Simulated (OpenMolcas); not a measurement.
## Ti3+ in Cs2GeF6

Ti3+ with its 6 nearest fluoride ions at 1.918 Å, on the Ge site of Cs2GeF6 (a = 9.021 Å, distance in the model lattice 1.804 Å). The rest of the host is ab initio model potentials to 7.6 Å and point charges beyond; the distance is set by hand and nothing relaxes, and no local charge compensation is placed. Ligand basis ANO-RCC-VDZP.
```
Ti    0.0000    0.0000    0.0000
F     1.9180    0.0000    0.0000
F     0.0000    1.9180    0.0000
F    -1.9180    0.0000    0.0000
F     0.0000   -1.9180    0.0000
F     0.0000    0.0000    1.9180
F     0.0000    0.0000   -1.9180
```

```
Program             : OpenMolcas
Method              : SS-CASPT2, IPEA 0.25 Eh, imaginary shift 0.1 Eh (closed shells correlated: 3s 3p and the ligand valence shells)
Basis               : ANO-RCC-VTZP [6s5p3d2f1g]
Scalar Hamiltonian  : DKH2, point nucleus
Active space        : 1 electron in 5 orbitals (3d)
State averaging     : 2S+1 = 2 even, 5 roots
Spin-orbit coupling : RASSI with atomic mean-field integrals over the reference wave functions
```

The lowest spin-free states (labels of O, the rotations of Oh), above the lowest:

```json
{"State": "2T2", "Degeneracy": "3", "E (cm-1)": "0"}
{"State": "2E", "Degeneracy": "2", "E (cm-1)": "20360"}
```

The lowest levels with spin-orbit coupling:

```csv
E (cm-1),Degeneracy,Label,2S+1,g
0,4,Γ8,2,
220,2,Γ7,2,1.95 1.95 1.95
20440,4,Γ8,2,
```

Powder χT (cm3 K/mol): 0.00502 at 2 K, 0.0238 at 10 K, 0.118 at 50 K, 0.228 at 100 K, 0.371 at 200 K, 0.443 at 300 K. The effective moment at 300 K is 2.828 √(χT) = 1.88 μB.

The lowest level has 2S+1 = 2, for which the spin-only value is χT = S(S+1) / 2 = 0.375 cm3 K/mol (g = 2). The computed 0.443 at 300 K differs by +0.068, through orbital momentum, spin-orbit coupling and any other state in reach. With a threefold ground state the orbital momentum is unquenched, so the spin-only value is not expected to hold.

The gap between the two states is 10Dq = 20363 cm-1.

Roots that are degenerate in the reference are averaged as groups; the widest CASPT2 spread within a group is 13 cm-1 (the 2-fold group of multiplicity 2 near 20400 cm-1 above the lowest state of its run). Shifts and gaps below about the spread of the groups concerned are not significant. Over all roots computed the reference weight is 0.73; a low but even weight reflects the number of correlated electrons. An orbital triplet at a regular site is open to Jahn-Teller coupling, which can distort the site and quench the lowest spin-orbit gaps and is left out. Ligand-to-metal charge-transfer states are missing. With one d shell and no ligand orbital active, 10Dq can be off by a tenth or more. No measured value stands beside these numbers; the geometry was set by hand and not optimised.

The CASPT2 steps took 14 s on 1 thread of Arm Neoverse V2, with other jobs on the host; the integral step is not counted.
